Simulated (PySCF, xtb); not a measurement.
Al(Cl)(F)(NHMe) (CH4AlClFN), SMILES [Al]([Cl])([F])[NH]C. Other conformers were not sampled.

Harmonic wavenumbers (cm⁻¹) from GFN2-xTB (xtb) at its own minimum, in rising order: 92, 103, 153, 173, 257, 269, 469, 497, 728, 806, 1020, 1105, 1116, 1307, 1414, 1481, 1492, 2934, 2953, 3020, 3394.

**Question.** What does PySCF with PBE0-D3(BJ)/def2-SVP give at its own minimum? (The exact figures need the calculation; the answer reports its results.)

**Answer.** 101, 107, 160, 186, 257, 305, 516, 536, 759, 912, 1082, 1140, 1181, 1391, 1452, 1469, 1496, 3017, 3085, 3141, 3626. Paired by order, the mean absolute difference is 55 cm⁻¹ and the zero-point energies are 35.4 and 37.1 kcal/mol.
